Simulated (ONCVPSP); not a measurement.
An all-electron radial function and its pseudo partner (O (Z = 8))

Columns: radius, all-electron u(r) and pseudo u(r) of the 2s shell (level -39.53 eV) of oxygen in the configuration [He] 2s2 2p3; BLYP, scalar-relativistic, ONCV scheme, ONCVPSP 4.0.1.

| r (bohr) | all-electron | pseudo |
| --- | --- | --- |
| 0.055 | -0.3674 | 0.0584 |
| 0.110 | -0.4394 | 0.1183 |
| 0.165 | -0.3537 | 0.1819 |
| 0.220 | -0.1916 | 0.2516 |
| 0.275 | -0.0011 | 0.3288 |
| 0.330 | 0.1904 | 0.4126 |
| 0.385 | 0.3681 | 0.5001 |
| 0.440 | 0.5244 | 0.5880 |
| 0.495 | 0.6564 | 0.6738 |
| 0.550 | 0.7637 | 0.7557 |
| 0.605 | 0.8475 | 0.8317 |
| 0.660 | 0.9096 | 0.8977 |
| 0.715 | 0.9525 | 0.9479 |
| 0.770 | 0.9786 | 0.9782 |
| 0.825 | 0.9904 | 0.9903 |
| 0.880 | 0.9904 | 0.9903 |
| 0.935 | 0.9806 | 0.9805 |
| 0.990 | 0.9629 | 0.9629 |
| 1.045 | 0.9391 | 0.9391 |
| 1.100 | 0.9105 | 0.9105 |
| 1.155 | 0.8783 | 0.8783 |
| 1.210 | 0.8435 | 0.8435 |
| 1.265 | 0.8071 | 0.8071 |
| 1.320 | 0.7696 | 0.7696 |
| 1.375 | 0.7318 | 0.7318 |
| 1.430 | 0.6939 | 0.6939 |

Problem. How many radial nodes do the two functions have?

Solution. The all-electron 2s function has n − l − 1 = 1; the pseudo-wave has 0, since the states of the same l below it are removed with the core.

Problem. At about which radius was the pseudo-wave matched?

Solution. 0.80 bohr, where the columns begin to agree (steps of 0.06 bohr).

Problem. Is the pseudo-wave norm-conserving?

Solution. Yes: the ONCV scheme keeps the norm inside the radius equal to the all-electron one, which fixes the energy derivative of the logarithmic derivative at the level.
